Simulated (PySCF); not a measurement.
Atomic charges against the basis set

C₄H₅GaS.
Atom-mapped SMILES: `[GaH2:1][c:2]1[cH:3][cH:4][cH:5][s:6]1` (hydrogens: H7, H8 on Ga1; H9 on C3; H10 on C4; H11 on C5)

PBE0 throughout (PySCF), one geometry, spherical d and f functions. Geometry: PBE0-D3(BJ)/def2-SVP; no solvent, vibrations or thermal averaging. The calculation is non-relativistic, for gallium too. Atoms taken as equivalent share a column and are averaged. The first 7 of 10 kinds of atom are listed.

Mulliken charges (e):

```tsv
basis	functions	Ga1	C2	C3	C4	C5	S6	H7/H8
STO-3G	52	+0.122	-0.228	-0.092	-0.112	-0.197	+0.309	-0.038
6-31G	86	+0.396	-0.609	-0.116	-0.077	-0.568	+0.528	-0.075
6-31G*	116	-0.094	-0.224	-0.141	-0.138	-0.403	+0.323	+0.045
cc-pVDZ	126	+0.280	-0.286	+0.029	+0.027	-0.149	+0.181	-0.081
def2-SVP	131	+0.364	-0.288	0.000	-0.015	-0.117	+0.115	-0.100
def2-TZVP	239	+0.234	-0.124	-0.148	-0.169	-0.137	+0.067	-0.071
```

IAO charges (e):

| basis | functions | Ga1 | C2 | C3 | C4 | C5 | S6 | H7/H8 |
| --- | --- | --- | --- | --- | --- | --- | --- | --- |
| STO-3G | 52 | +0.585 | -0.483 | -0.141 | -0.183 | -0.278 | +0.425 | -0.176 |
| 6-31G | 86 | +0.486 | -0.431 | -0.151 | -0.185 | -0.297 | +0.321 | -0.126 |
| 6-31G* | 116 | +0.467 | -0.446 | -0.141 | -0.178 | -0.303 | +0.362 | -0.122 |
| cc-pVDZ | 126 | +0.496 | -0.445 | -0.149 | -0.183 | -0.307 | +0.367 | -0.133 |
| def2-SVP | 131 | +0.505 | -0.448 | -0.146 | -0.180 | -0.304 | +0.371 | -0.136 |
| def2-TZVP | 239 | +0.513 | -0.462 | -0.153 | -0.187 | -0.322 | +0.388 | -0.137 |

Q: Which scheme is steadiest as the basis changes?

A: Largest range over the bases for any column: IAO 0.12 e, Mulliken 0.49 e. IAO charges move least and Mulliken charges most, counted in e. Without the minimal STO-3G basis the ranges are IAO 0.07, Mulliken 0.49 e.

Q: How much do the charges still move between the two largest bases, def2-SVP and def2-TZVP?

A: At most, over all atoms: Mulliken 0.164 e, IAO 0.017 e.

Q: What do the same runs give for the total energy, the frontier levels and the dipole moment?

A: 
```csv
basis,energy (Eh),HOMO (eV),LUMO (eV),μ (D)
STO-3G,-2449.0395,-2.30,0.05,1.71
6-31G,-2477.4366,-6.96,-1.69,1.40
6-31G*,-2477.5721,-6.86,-1.68,1.32
cc-pVDZ,-2477.8550,-6.95,-1.71,1.14
def2-SVP,-2477.3937,-7.05,-1.73,1.13
def2-TZVP,-2477.9450,-7.04,-1.76,1.13
```

The dipole is fixed by the density alone, so its range of 0.58 D shows that the density itself changes with the basis, not only its division among atoms.
